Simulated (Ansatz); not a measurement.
Frontier orbitals of C2H7BGaNO, SMILES `[BH2][Ga]1[O]C[N]1C`.

| atom | x (Å) | y (Å) | z (Å) |
| --- | --- | --- | --- |
| B1 | -1.2462 | 1.1658 | 2.6213 |
| Ga2 | -0.8880 | 0.3830 | 0.7515 |
| O3 | -1.8415 | -0.1290 | -0.7424 |
| C4 | -0.6621 | -0.5026 | -1.4046 |
| N5 | 0.3765 | -0.2099 | -0.4384 |
| C6 | 1.7531 | -0.4518 | -0.7255 |
| H7 | -0.3437 | 1.3846 | 3.3712 |
| H8 | -2.3575 | 1.4103 | 2.9790 |
| H9 | -0.6832 | -1.5732 | -1.6730 |
| H10 | -0.5324 | 0.0766 | -2.3353 |
| H11 | 2.3708 | -0.1648 | 0.1273 |
| H12 | 1.9521 | -1.5126 | -0.9361 |
| H13 | 2.1021 | 0.1236 | -1.5952 |

Total charge 0; spin multiplicity 1. Correlated methods include outer-core shells of Ga, which these sets cover unevenly. Scalar relativity is left out up to krypton. All single points use the PBE0-D4/def2-TZVP geometry. Basis def2-TZVPP, Ansatz 0.2.0.

```json
{"functional": "PBE", "HOMO (eV)": "-5.26", "LUMO (eV)": "-3.83", "gap (eV)": "1.43"}
{"functional": "revPBE", "HOMO (eV)": "-5.19", "LUMO (eV)": "-3.74", "gap (eV)": "1.45"}
{"functional": "PBE0", "HOMO (eV)": "-6.23", "LUMO (eV)": "-3.12", "gap (eV)": "3.11"}
{"functional": "r2SCANh", "HOMO (eV)": "-5.77", "LUMO (eV)": "-3.40", "gap (eV)": "2.37"}
{"functional": "BHLYP", "HOMO (eV)": "-7.26", "LUMO (eV)": "-2.24", "gap (eV)": "5.02"}
{"functional": "ωB97M-V", "HOMO (eV)": "-8.38", "LUMO (eV)": "-1.29", "gap (eV)": "7.09"}
{"functional": "HF", "HOMO (eV)": "-9.02", "LUMO (eV)": "0.01", "gap (eV)": "9.03"}
```

Task: What is the vertical ionisation energy at frozen-core CCSD(T)/def2-TZVPP? (Best estimate.)

Result: Ansatz gave: 8.10 eV (T1 of the cation 0.018).

From PBE to PBE0 the HOMO moves by −0.97 eV and the LUMO by +0.71 eV, and with ωB97M-V by −3.11 and +2.55 eV, so the gap grows from 1.43 to 7.09 eV with exact exchange. −ε(HOMO) differs from that ionisation energy by −2.84 eV with PBE and +0.28 eV with ωB97M-V.
